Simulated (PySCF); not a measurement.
Two-component Hartree-Fock for Kr+ (krypton, charge +1)

Start: [Ar] 3d10 4s2 4p4 5s1; 4p1/2 filled at m_j = +1/2; 4p3/2 filled at m_j = -1/2, +1/2, +3/2; 5s1/2 filled at m_j = +1/2. Calculated with PySCF 2.14 in x2c-SVPall-2c with one added diffuse shell each of s, p, d type (6s7p4d, 47 functions): generalised Hartree-Fock with the X2C-1e Hamiltonian and a Gaussian nucleus; one run each with spin-orbit coupling (SO) switched off, then screened by Boettger's factors. This is a chosen level, not necessarily the ground level.

```csv
spinor shell,electrons,"ε, spin-free (eV)","ε, screened SO (eV)",weight of nominal j (screened SO),"rms radius, screened SO (bohr)"
1s1/2,2,-14418.3,-14417.9,1.000,0.0478
2s1/2,2,-1978.0,-1977.9,1.000,0.199
2p1/2,2,-1746.1,-1783.2,1.000,0.175
2p3/2,4,-1746.1,-1728.2,1.000,0.178
3s1/2,2,-323.47,-323.37,1.000,0.565
3p1/2,2,-246.97,-252.85,0.998,0.574
3d3/2,4,-120.20,-121.02,0.977,0.610
3d5/2,6,-120.20,-119.53,0.985,0.612
4s1/2,2,-47.069,-47.038,1.000,1.62
4p3/2,3,-30.151,-30.902,0.598,1.90
4p1/2,1,-30.151,-28.083,0.606,1.91
5s1/2,1,-9.845,-9.833,0.994,4.29
```

(1) Where does 3p3/2 lie, and what is the 3p spin-orbit splitting (screened SO)?

| quantity | spin-free | screened SO |
| --- | --- | --- |
| E (hartree) | -2786.66487 | -2786.81980 |
| M_J | 5/2 | 5/2 |
| ⟨J²⟩ | 8.798 | 8.797 |
| ⟨L²⟩ | 2.046 | 2.155 |
| ⟨S²⟩ | 3.752 | 3.670 |

Each row is a mean over spinors that exchange with the open shell spreads, by up to 6.889 eV (4s1/2).

Rows whose weight is well below 1 are mixtures of j = l ± 1/2: exchange outweighs spin-orbit coupling there, and the label is only the starting occupation.

Without spin-orbit coupling the j labels of p, d and f shells carry no meaning; the spin-free column gives the mean over the occupied spinors of each nl shell.

## Answers

(1) At -244.03 eV, 8.829 eV above 3p1/2.
